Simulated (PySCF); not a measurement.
Species: C5H13NSi2.
Atom-mapped SMILES: `[CH2:1]=[CH:2][CH2:3][N:4]1[SiH2:5][CH2:6][CH2:7][SiH2:8]1` (hydrogens: H9, H10 on C1; H11 on C2; H12, H13 on C3; H14, H15 on Si5; H16, H17 on C6; H18, H19 on C7; H20, H21 on Si8)

Structure used (PBE0-D3(BJ)/def2-SVP), in Å, numbered top down from 1:
```
atom  x, y, z in Å
C1     2.676   -0.965   -1.090
C2     1.690   -1.132   -0.208
C3     1.154   -0.051    0.682
N4    -0.250    0.226    0.413
Si5   -0.848    0.601   -1.195
C6    -2.571    1.226   -0.729
C7    -3.014    0.472    0.542
Si8   -1.490    0.298    1.645
H9     3.019   -1.782   -1.731
H10    3.179    0.002   -1.202
H11    1.189   -2.105   -0.126
H12    1.773    0.859    0.563
H13    1.268   -0.366    1.735
H14   -0.900   -0.592   -2.101
H15   -0.003    1.637   -1.872
H16   -3.302    1.132   -1.548
H17   -2.478    2.305   -0.515
H18   -3.356   -0.546    0.285
H19   -3.858    0.968    1.049
H20   -1.317    1.464    2.576
H21   -1.495   -0.935    2.497
```

All values: PBE0/pcSseg-1 (PySCF, non-relativistic), on one gas-phase PBE0-D3(BJ)/def2-SVP geometry that isn't relaxed in the solvent. The solvent is an IEF-PCM continuum (Bondi radii, 1.10 Å for H, scaled by 1.2). Specific hydrogen bonds and non-electrostatic terms are outside this model.

```csv
run,E − E(gas) (kcal/mol),HOMO (eV),HOMO–LUMO gap (eV),dipole (D)
gas,0.00,-6.78,6.77,0.24
P,-1.46,-6.73,6.78,0.34
Q,-1.69,-6.73,6.78,0.36
```

Q: The runs were made in chloroform and tetrahydrofuran. Which run belongs to which solvent?

A: P = chloroform, Q = tetrahydrofuran. The dielectric constants are 4.711 (chloroform), 7.426 (tetrahydrofuran), and the energy falls further as ε rises. In this model the ground state sees the solvent through ε alone.

Q: How constant is the ratio of the lowering to (ε − 1)/(2ε + 1)?

A: 
```csv
solvent,(ε − 1)/(2ε + 1),E − E(gas) (kcal/mol),ratio (kcal/mol),polarisation term (kcal/mol)
chloroform,0.356,-1.46,-4.1,-1.55
tetrahydrofuran,0.405,-1.69,-4.2,-1.81
```

The ratio changes by +1.6 % in size from chloroform to tetrahydrofuran. The polarisation term is half the interaction of the solute with the induced surface charges.
